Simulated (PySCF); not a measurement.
TeBrI, SMILES [Te](I)Br.

The structure is a stationary point at B3LYP-D3(BJ)/def2-SVP. The def2 effective core potentials stand for the cores of I, Te; spin–orbit coupling is left out.

These are B3LYP-D3(BJ)/def2-SVP in PySCF values and carry that method's errors.

Frequencies are harmonic and unscaled.

Question: Estimate the vibrational spectrum. (Estimate from the structure and the level; the computed values follow.)

Answer: 
| mode | ν (cm⁻¹) | IR (km/mol) | Raman (Å⁴/amu) | depolarisation | moving atoms (share of kinetic energy) |
|---|---|---|---|---|---|
| 1 | 68 | 0.2 | 6.2 | 0.60 | Br 49 %, I 32 %, Te 20 % |
| 2 | 198 | 9.0 | 10.6 | 0.25 | Te 51 %, I 49 % |
| 3 | 245 | 15.3 | 11.7 | 0.22 | Br 61 %, Te 39 % |
